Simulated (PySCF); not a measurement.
PySCF input (M06-2X/6-31G* with LANL2DZ past Ar (5d)):

```python
from pyscf import gto, dft

mol = gto.M(
    atom='''
    Se   -0.90749100   -0.00375800    0.70316500
    Se    0.90749100    0.00375800   -0.70316500
    H    -1.85026200   -0.03139300   -0.43895900
    H     1.85026200    0.03139300    0.43895900
    ''',
    basis={'default': '6-31g*', 'Se': 'lanl2dz'},
    ecp={'Se': 'lanl2dz'},
    charge=1,
    spin=1,
    verbose=4,
)

mf = dft.UKS(mol, xc='m062x')
mf.grids.level = 4
mf.conv_tol = 1e-9
mf.max_cycle = 100
mf.max_memory = 1500
mf.kernel()
if not mf.converged:
    mf = mf.newton()
    mf.kernel(mf.make_rdm1())
mo, _, stable, _ = mf.stability(return_status=True)
if not stable:
    mf.kernel(mf.make_rdm1(mo, mf.mo_occ))
    stable = mf.stability(return_status=True)[2]
mf.dip_moment()
```

Output:

```
PySCF version 2.14.0

[INPUT] verbose = 4
[INPUT] num. atoms = 4
[INPUT] num. electrons = 13
[INPUT] charge = 1
[INPUT] spin (= nelec alpha-beta = 2S) = 1
[INPUT] symmetry False subgroup None
[INPUT] Mole.unit = angstrom
[INPUT] Symbol           X                Y                Z      unit          X                Y                Z       unit  Magmom
[INPUT]  1 Se    -0.907491000000  -0.003758000000   0.703165000000 AA   -1.714909450508  -0.007101590776   1.328789270380 Bohr   0.0
[INPUT]  2 Se     0.907491000000   0.003758000000  -0.703165000000 AA    1.714909450508   0.007101590776  -1.328789270380 Bohr   0.0
[INPUT]  3 H     -1.850262000000  -0.031393000000  -0.438959000000 AA   -3.496488438690  -0.059324172228  -0.829512289913 Bohr   0.0
[INPUT]  4 H      1.850262000000   0.031393000000   0.438959000000 AA    3.496488438690   0.059324172228   0.829512289913 Bohr   0.0

nuclear repulsion = 15.0150790923471
number of shells = 12
number of NR pGTOs = 32
number of NR cGTOs = 20
basis = {'default': '6-31g*', 'Se': 'lanl2dz'}
ecp = {'Se': 'lanl2dz'}

******** <class 'pyscf.dft.uks.UKS'> ********
method = UKS
initial guess = minao
damping factor = 0
level_shift factor = 0
DIIS = <class 'pyscf.scf.diis.CDIIS'>
diis_start_cycle = 1
diis_space = 8
diis_damp = 0
SCF conv_tol = 1e-09
SCF conv_tol_grad = None
SCF max_cycles = 100
direct_scf = True
direct_scf_tol = 1e-13
number electrons alpha = 7  beta = 6
XC library pyscf.dft.libxc version 7.1.2
    S. Lehtola, C. Steigemann, M. J. T. Oliveira, and M. A. L. Marques,  SoftwareX 7, 1–5 (2018)
XC functionals = m062x
    Y. Zhao and D. G. Truhlar,  Theor. Chem. Acc. 120, 215 (2008)
    Y. Zhao and D. G. Truhlar,  Theor. Chem. Acc. 120, 215 (2008)
radial grids:
    Treutler-Ahlrichs [JCP 102, 346 (1995); DOI:10.1063/1.469408] (M4) radial grids

becke partition: Becke, JCP 88, 2547 (1988); DOI:10.1063/1.454033
pruning grids: <function nwchem_prune>
grids dens level: 4
symmetrized grids: False
atomic radii adjust function: <function treutler_atomic_radii_adjust>
small_rho_cutoff = 0
Set gradient conv threshold to 3.16228e-05
tot grids = 91792
init E= 10.2529679084002
  alpha nocc = 7  HOMO = 0.0263722848097134  LUMO = 0.148802388843299
  beta  nocc = 6  HOMO = -0.0661490632731565  LUMO = 0.0263722848097136

WARN: HOMO 0.0263722848097134 >= LUMO 0.0263722848097136

cycle= 1 E= -18.7984717352379  delta_E= -29.1  |g|= 0.672  |ddm|= 3.45
  alpha nocc = 7  HOMO = -0.693019972906169  LUMO = -0.464660321502122
  beta  nocc = 6  HOMO = -0.753079804772849  LUMO = -0.554555124478489
  HOMO = -0.693019972906  LUMO = -0.554555124478  gap/eV = 3.76782
cycle= 2 E= -19.145198095888  delta_E= -0.347  |g|= 0.228  |ddm|=  1.5
  alpha nocc = 7  HOMO = -0.535315143829991  LUMO = -0.274126613934839
  beta  nocc = 6  HOMO = -0.582841457786064  LUMO = -0.378271718780445
  HOMO = -0.53531514383  LUMO = -0.37827171878  gap/eV = 4.27337
cycle= 3 E= -19.19261831174  delta_E= -0.0474  |g|= 0.0135  |ddm|= 0.357
  alpha nocc = 7  HOMO = -0.539091522992907  LUMO = -0.273423683397452
  beta  nocc = 6  HOMO = -0.583799587661784  LUMO = -0.377922224927765
  HOMO = -0.539091522993  LUMO = -0.377922224928  gap/eV = 4.38564
cycle= 4 E= -19.1927790864589  delta_E= -0.000161  |g|= 0.0014  |ddm|= 0.0199
  alpha nocc = 7  HOMO = -0.53970307730869  LUMO = -0.273580622392643
  beta  nocc = 6  HOMO = -0.583992493877208  LUMO = -0.378067795845765
  HOMO = -0.539703077309  LUMO = -0.378067795846  gap/eV = 4.39832
cycle= 5 E= -19.1927820211696  delta_E= -2.93e-06  |g|= 0.000327  |ddm|= 0.00314
  alpha nocc = 7  HOMO = -0.53976867141518  LUMO = -0.273559305741362
  beta  nocc = 6  HOMO = -0.583941257397492  LUMO = -0.378028830848952
  HOMO = -0.539768671415  LUMO = -0.378028830849  gap/eV = 4.40117
cycle= 6 E= -19.1927822244188  delta_E= -2.03e-07  |g|= 7.94e-05  |ddm|= 0.000898
  alpha nocc = 7  HOMO = -0.539768489773272  LUMO = -0.273551650691072
  beta  nocc = 6  HOMO = -0.583936567846345  LUMO = -0.3780208083924
  HOMO = -0.539768489773  LUMO = -0.378020808392  gap/eV = 4.40138
cycle= 7 E= -19.1927822422554  delta_E= -1.78e-08  |g|= 2.21e-05  |ddm|= 0.000261
  alpha nocc = 7  HOMO = -0.539767905227978  LUMO = -0.273552657647601
  beta  nocc = 6  HOMO = -0.583936062409495  LUMO = -0.378021515690569
  HOMO = -0.539767905228  LUMO = -0.378021515691  gap/eV = 4.40134
cycle= 8 E= -19.1927822438896  delta_E= -1.63e-09  |g|= 2.31e-06  |ddm|= 0.000108
  alpha nocc = 7  HOMO = -0.539767766884938  LUMO = -0.273552856716952
  beta  nocc = 6  HOMO = -0.583936439758697  LUMO = -0.378021724530009
  HOMO = -0.539767766885  LUMO = -0.37802172453  gap/eV = 4.40133
cycle= 9 E= -19.1927822439068  delta_E= -1.72e-11  |g|= 3.2e-07  |ddm|= 1.29e-05
  alpha nocc = 7  HOMO = -0.539767772602921  LUMO = -0.273552867157544
  beta  nocc = 6  HOMO = -0.583936418614223  LUMO = -0.378021723073071
  HOMO = -0.539767772603  LUMO = -0.378021723073  gap/eV = 4.40133
Extra cycle  E= -19.1927822439071  delta_E= -2.98e-13  |g|= 1.1e-07  |ddm|= 1.14e-06
converged SCF energy = -19.1927822439071  <S^2> = 0.75156174  2S+1 = 2.0015611
uhf_internal: lowest eigs of H = [0.19150068 0.21888878 0.25110384]
<class 'pyscf.dft.uks.UKS'> wavefunction is stable in the internal stability analysis

WARN: System has nonzero charge 1; the dipole moment is origin-dependent.
Location of origin: [0. 0. 0.]

Dipole moment(X, Y, Z, Debye):  0.00000,  0.00000, -0.00000
```

The dipole moment of an ion depends on the origin.

The geometry given is a B3LYP-D3(BJ)/def2-TZVP minimum.
